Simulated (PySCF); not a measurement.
Unknowns

- shieldings: GIAO PBE0/pcSseg-1
- coordinates at the GFN2-xTB level
- code: PySCF
- no solvent model, averaged over atoms made equivalent by symmetry, fast rotation or ring inversion, a single conformation, relativity neglected

References, each an isolated molecule treated in the same way: 1H, 13C against TMS. Splittings of carbon signals by F and P are missing where no couplings were computed. Where no couplings were computed, multiplicities follow the n + 1 count of equivalent neighbours, and m marks all less simple cases (inequivalent or close neighbours, rings, F or P nearby). Shifts are as computed. Against solution values, carbons near 30 ppm lie about +3 ppm off and those near 130 ppm about +5 ppm. Of 1309 compounds with measured shifts, 239 miss one by over three times the rms of a fit or turn the order of signals round; such compounds aren't used in these exercises.

Problem. C5H10OSi. 1H NMR (400 MHz, computed): δ 4.79 (t, 2H), 3.76 (s, 3H), 2.01 (t, 2H), 1.91 (s, 3H). 13C{1H} NMR (computed): δ 80.2 (C), 78.9 (C), 53.9 (CH3), 5.1 (CH2), 4.9 (CH3). Give a structure.

Solution. `C(#CC)C[SiH2]OC`. Rings plus π bonds: 2 (no ring in the answer). 5 carbon signals for 5 carbons: no two carbons are equivalent. Carbon types of the structure: 2 × C, 1 × CH2, 2 × CH3, leaving 2 H on heteroatoms. δC 80.2, 78.9: alkyne carbon; sp carbons lie upfield of alkene carbons because the cylindrical π system leaves one tensor component strongly shielded. δC 5.1: propargylic sp3 CH2 bonded to Si; an electropositive neighbour leaves it electron-rich and shielded. δC 4.9: propargylic methyl carbon; a saturated carbon with 1 carbon neighbour and no heteroatom attached. δH 3.76: hydrogen on a methyl carbon bonded to O; its carbon carries O, which withdraws density.

The shifts were computed for this structure.

Problem. C2H5F3OSi. 1H NMR (300 MHz, computed): δ 4.31 (q, 2H), 1.39 (t, 3H). 13C{1H} NMR (computed): δ 64.5 (CH2), 19.7 (CH3). What is it?

Solution. SMILES CCO[Si](F)(F)F. Rings plus π bonds: 0. 2 carbon signals for 2 carbons: no two carbons are equivalent. Carbon types of the structure: 1 × CH2, 1 × CH3, which accounts for all hydrogens. δC 64.5: sp3 CH2 bonded to O; pulled downfield by the heteroatom. δC 19.7: methyl carbon; aliphatic region, no heteroatom directly attached. δH 4.31: hydrogen on an sp3 CH2 bonded to O; its carbon carries O, which withdraws density. δH 1.39: hydrogen on a methyl carbon.

The shifts were computed for this structure.
